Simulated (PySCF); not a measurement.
**Trend along group 14: MB molecules**

PBE with triple-zeta basis sets in PySCF, for the lowest determinant that a PBE0 search found; no spin–orbit coupling. De refers to high-spin ground-configuration atoms. A positive dipole means M(−)B(+).

```
 M         basis  state (unpaired electrons)  Re (Å)  ωe (cm⁻¹)  De (eV)  μ (D)
 C    def2-TZVPP         quartet (σ ↑, π ↑↑)   1.497       1170     5.05   1.12
Si    def2-TZVPP         quartet (σ ↑, π ↑↑)   1.928        731     3.75  -0.64
Ge    def2-TZVPP         quartet (σ ↑, π ↑↑)   2.001        623     3.51  -0.96
Sn  x2c-TZVPPall         quartet (σ ↑, π ↑↑)   2.202        532     3.04  -1.55
Pb    def2-TZVPP         quartet (σ ↑, π ↑↑)   2.273        486     2.84  -1.97
```

The shortest bond is that of BC (1.497 Å), the longest that of BPb (2.273 Å).

The rows differ in basis set, which adds steps of its own.

Relativity is treated differently too: C no relativity; Si no relativity; Ge no relativity; Sn spin-free X2C; Pb scalar-relativistic core potentials.

Down a group bonds as a rule get longer and wavenumbers fall, partly through the reduced mass; this series shows no clear exception.

Spin–orbit coupling is left out, which matters for elements this heavy, above all for dissociation energies. States were picked by a PBE0 search and need not be the measured ground states.
